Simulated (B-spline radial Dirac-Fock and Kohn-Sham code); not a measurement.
What relativity does to the binding energies of Os⁶⁴⁺

System: the Os⁶⁴⁺ ion in the configuration [Ne] 3s2.

Both columns are ΔSCF binding energies of the configuration average from a radial atomic solver: non-relativistic Hartree-Fock with a point nucleus, and Dirac-Fock with a finite nucleus and the Coulomb interaction alone, averaged over the two j levels with weights 2j+1.

```csv
shell,Hartree-Fock (eV),Dirac-Fock (eV),shift (eV),shift (%)
1s,73358.2,79899.6,+6541.40,+8.92
2s,16469.8,18336.6,+1866.80,+11.33
2p,16057.0,16758.6,+701.64,+4.37
3s,6890.3,7480.2,+589.88,+8.56
```

Relativity binds 1s, 2s, 2p, 3s more strongly, among those listed most of all 2s in relative terms.

Values without a named source are computed, but for edge energies of neutral atoms, which are taken from tables.
